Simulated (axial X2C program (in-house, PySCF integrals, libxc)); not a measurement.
**Curves of BrCrBr⁺ from open-shell CI on d3 s0 p(π)0**

Computed with an in-house all-electron X2C program for linear molecules (integrals from PySCF): two-component X2C with atomic mean-field Coulomb and Gaunt terms, basis Br dyall-v3z, Cr dyall-v3z (cores contracted in-house). Orbitals come from Hartree–Fock averaged over the configuration Cr d3 s0 p(π)0; CI then distributes these electrons over the d, s, p(π) shells of Cr.

Scan along the symmetric stretch (R is each bond); masses Br 78.918 u, Cr 51.941 u, Br 78.918 u. Energies in cm⁻¹ from the lowest point; levels are followed by energy order within each Ω. Lowest level at 2.268 Å: 100% d3.

| R (Å) | (1)Ω=1/2 | (1)Ω=3/2 | (2)Ω=1/2 | (3)Ω=1/2 | (2)Ω=3/2 | (1)Ω=5/2 | (4)Ω=1/2 | (3)Ω=3/2 | (2)Ω=5/2 |
| --- | --- | --- | --- | --- | --- | --- | --- | --- | --- |
| 2.109 | 3864 | 3881 | 5208 | 5424 | 5643 | 5863 | 11872 | 11651 | 12168 |
| 2.189 | 660 | 689 | 1322 | 1533 | 1740 | 1949 | 7025 | 7173 | 7335 |
| 2.268 | 0 | 73 | 265 | 468 | 650 | 840 | 5142 | 5295 | 5458 |
| 2.359 | 1436 | 1679 | 1604 | 1854 | 1931 | 2067 | 5595 | 5754 | 5918 |
| 2.449 | 4540 | 4868 | 4706 | 5141 | 5144 | 5111 | 8014 | 8177 | 8342 |
| 2.551 | 9521 | 9840 | 9675 | 10327 | 10323 | 10039 | 12338 | 12506 | 12671 |
| 2.676 | 16897 | 17182 | 17032 | 17956 | 17958 | 17351 | 19008 | 19178 | 19344 |

(1) Fit the curves (1)Ω=1/2, (3)Ω=1/2, (2)Ω=3/2, (1)Ω=5/2, (4)Ω=1/2, (2)Ω=5/2 near their minima.

The 9 lowest curves are shown; the next is (1)Ω=7/2, from 5629 cm⁻¹.

Dynamic correlation is missing, so gaps between terms are too wide and other configurations may lie lower; the lowest level listed is that of this model, not necessarily the ground state. For d shells the ligand-field splittings (σ, π, δ) and their order can be off by a thousand cm⁻¹ or more. At most 4 roots were kept for each Ω > 0 (twice that for Ω = 0) within 3.2 eV of the lowest, so higher up levels can be missing between those listed; levels with Ω > 0 are doubly degenerate and listed once, Ω = 0 levels singly. Some active spinors are only partly of the character that their shell is named for, so the shell names and counts are nominal. States that fill the shells left empty in the average are placed too high. The molecule was held linear; bending was not examined.

Results:

(1) From the open-shell CI curves, Te from the lowest:

```json
{"level": "(1)Ω=1/2", "Te (cm⁻¹)": "0", "Re (Å)": "2.254", "ωe (cm⁻¹)": "252.6"}
{"level": "(3)Ω=1/2", "Te (cm⁻¹)": "492", "Re (Å)": "2.264", "ωe (cm⁻¹)": "272.5"}
{"level": "(2)Ω=3/2", "Te (cm⁻¹)": "674", "Re (Å)": "2.266", "ωe (cm⁻¹)": "267.3"}
{"level": "(1)Ω=5/2", "Te (cm⁻¹)": "871", "Re (Å)": "2.267", "ωe (cm⁻¹)": "263.8"}
{"level": "(4)Ω=1/2", "Te (cm⁻¹)": "5049", "Re (Å)": "2.295", "ωe (cm⁻¹)": "256.4"}
{"level": "(2)Ω=5/2", "Te (cm⁻¹)": "5367", "Re (Å)": "2.295", "ωe (cm⁻¹)": "256.5"}
```

Without dynamic correlation distances can be off by several hundredths of an Å (long for ionic bonds, short for multiple bonds) and the wavenumbers are rough.
